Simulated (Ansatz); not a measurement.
Input for Ansatz (a quantum-chemistry and plane-wave program): R-CCSD(T)/aug-cc-pVDZ on C2H6BN (a complex), monomers drawn apart or pushed together.

Ansatz 0.2 input:
```yaml
crystal:
  periodic: [false, false, false]
  atoms:
    - {symbol: B, position_ang: [-0.36909182, 0.18655702, 0.06854439]}
    - {symbol: H, position_ang: [0.49231734, -0.27412389, -0.64166944]}
    - {symbol: H, position_ang: [-1.46553805, -0.26248684, -0.16558581]}
    - {symbol: H, position_ang: [-0.35145446, 1.39341045, 0.11158590]}
    - {symbol: C, position_ang: [0.52152313, -1.02972196, 3.75946795]}
    - {symbol: C, position_ang: [0.19789907, -0.58799824, 2.41863375]}
    - {symbol: N, position_ang: [-0.05741714, -0.23936137, 1.36060042]}
    - {symbol: H, position_ang: [1.40688579, -1.66610175, 3.73769803]}
    - {symbol: H, position_ang: [0.71941569, -0.16755160, 4.39729387]}
    - {symbol: H, position_ang: [-0.31251119, -1.59564627, 4.17592383]}
basis:
  gaussian:
    orbitals: aug-cc-pVDZ
magnetization: {spin_polarized: false}
correlation: {method: ccsd_t, electrons: outside_noble_gas}
scf: {lower_state_search: off}
```

The head of its log:

```
WARN ansatz: RAYON_NUM_THREADS=1 ignored (pool sized by the plan → 1); use --threads N
Functional definition: HF
these checks for a lower state are left out or cut short: stability, starts, cluster_reference, orbital_swaps, neighbouring_geometries, increment
integrals: 0.40 GiB planned
1438 factors; integrals over basis functions are off by at most 8.4e-4 eV
mean field: 0.37 GiB planned
mean field evaluation 1: about -4304.2795 eV, gradient 3.7e1 eV
mean field evaluation 2: about -4304.2795 eV, gradient 3.7e1 eV
mean field evaluation 4: about -4308.2245 eV, gradient 5.0e0 eV
mean field evaluation 8: about -4308.3130 eV, gradient 2.3e-4 eV
mean field -4308.31297430 eV, -158.3275815260 hartree, gradient 2.4e-6 eV, S^2 0.000000; 0 other end points of the search recorded, 0 dependent functions left out
4 core orbitals not correlated
reference -4308.31297430 eV, -158.3275815260 hartree; 11, 11 occupied and 131, 131 virtual orbitals, 1438 factors
```

**Question.** What total energy does the run end on?

**Answer.** -158.9466 hartree (reference determinant -158.3276, T1 diagnostic 0.013).
